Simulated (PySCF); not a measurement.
Precursor series Y Cl-NH2. Gas-phase values, no solvent. One relaxed conformer stands for each flexible species; it need not be the lowest.

Computed with PBE-D3(BJ)/def2-TZVP // PBE-D3(BJ)/def2-SVP (PySCF 2.14.0). 

```
species                                    charge on the central atom (Mulliken) (e)  HOMO–LUMO gap (eV)
-----------------------------------------  -----------------------------------------  ------------------
0 of 3 Cl replaced by NH2 ([Y(Cl)3])                                            1.16                   …
1 of 3 Cl replaced by NH2                                                       1.19                3.31
2 of 3 Cl replaced by NH2 ([Y(Cl)(NH2)2])                                       1.24                3.26
3 of 3 Cl replaced by NH2 ([Y(NH2)3])                                           1.28                   …
```

Task: Complete the blanks.

Result: 
- 0 of 3 Cl replaced by NH2 ([Y(Cl)3]), HOMO–LUMO gap (eV): 4.05
- 3 of 3 Cl replaced by NH2 ([Y(NH2)3]), HOMO–LUMO gap (eV): 3.13
